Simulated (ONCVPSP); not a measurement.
**W (Z = 74), ONCV: configuration errors across variants**

| Item | Value |
| --- | --- |
| Element | tungsten |
| Generator | ONCVPSP 4.0.1 |
| Type | optimised norm-conserving Vanderbilt (ONCV) |
| Functional | PBE |
| Relativity | scalar-relativistic |
| Frozen core | [Kr] 4d10 4f14 |
| Valence charge | 14 |
| Reference configuration | 5s2 5p6 5d4 6s2 |
| Partial waves | 5s+6s: rc 1.45 bohr, ncon 4, nbas 8, qcut 7.6 1/bohr, 3 projectors, debl 1.4 Ha; 5p: rc 1.30 bohr, ncon 4, nbas 7, qcut 5.3 1/bohr, 2 projectors, debl 2.5 Ha; 5d: rc 2.50 bohr, ncon 3, nbas 8, qcut 7.6 1/bohr, 1 projector |
| Local potential | polynomial inside 1.15 bohr (lpopt 5, dvloc0 0 Ha) |
| Core correction | Teter function, fcfact 5.5, rcfact 1.4 |

All-electron excitation energies from the reference (eV): (1) 5s2 5p6 5d4 6s1 8.883; (2) 5s2 5p6 5d4 6s0 24.563; (3) 5s2 5p6 5d3 6s0 49.946; (4) 5s2 5p6 5d5 6s0 9.692.

Errors AE − PS in meV (a dash: test not solved or not reliable):

```csv
change,(1),(2),(3),(4),bound ghosts,GHOST(+) flags above zero
base,-2.8,-4.4,-5.6,-12,none,s
"core correction Teter function, fcfact 1.4, rcfact 1.4",-2.1,-0.5,+1.2,-6.3,none,s
"core correction Teter function, fcfact 3.5, rcfact 1.4",-2.5,-2.5,-2.2,-9.0,none,s
"core correction Teter function, fcfact 4.6, rcfact 1.4",-2.7,-3.6,-4.1,-10,none,s
"core correction Teter function, fcfact 5.6, rcfact 1.4",-2.8,-4.5,-5.8,-12,none,s
"core correction Teter function, fcfact 6.8, rcfact 1.4",-3.0,-5.6,-7.8,-13,none,s
"core correction Teter function, fcfact 7.8, rcfact 1.4",-3.2,-6.4,-9.5,-14,none,s
```

(1) Give the same row for: core correction Teter function, fcfact 2.8, rcfact 1.4.

Results:

(1) -2.4, -1.9, -1.1, -8.1; bound ghosts: none; GHOST(+) flags above zero: s.
